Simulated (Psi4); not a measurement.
BF$_{4}$ (SMILES F[B-](F)(F)F), charge -1, singlet, at a GFN2-xTB geometry (a gas-phase anion, which may not be bound at this level). Base run: CCSD(T)/def2-SVP in Psi4.

The Psi4 input:
```
memory 2 GB

molecule {
-1 1
F     0.89078177    0.53153739   -0.92508546
B    -0.00000000   -0.00000000   -0.00000000
F    -0.83024292   -0.91871079   -0.63124832
F     0.70834924   -0.63533727    1.01311163
F    -0.76888809    1.02251067    0.54322215
}

set {
  basis def2-svp
  freeze_core true
}

energy('ccsd(t)')
print_variables()
```

The base run was repeated with changes; each row names its change, and settings that it needs were set with it.

```tsv
change	ΔE vs base (mEh)	MP2 correlation (Eh)	basis functions	core-seconds (rough)
base	0.000	-0.82609	70	8
method = mp4	…	-0.82609	70	20
method = qcisd(t)	-0.743	-0.82609	70	20
method = fno-ccsd(t)	0.000	-0.82609	70	20
method = mp3	21.680	-0.82613	70	5
method = dlpno-mp2	21.801	-0.82606	70	4
method = mp2	21.722	-0.82613	70	4
method = ccsd	…	-0.82609	70	7
```

Problem. What belongs in the gaps?

Solution. 
- method = mp4, ΔE vs base (mEh): -3.362
- method = ccsd, ΔE vs base (mEh): 11.284

A gas-phase anion may not be bound at this level; its values then depend on the basis.
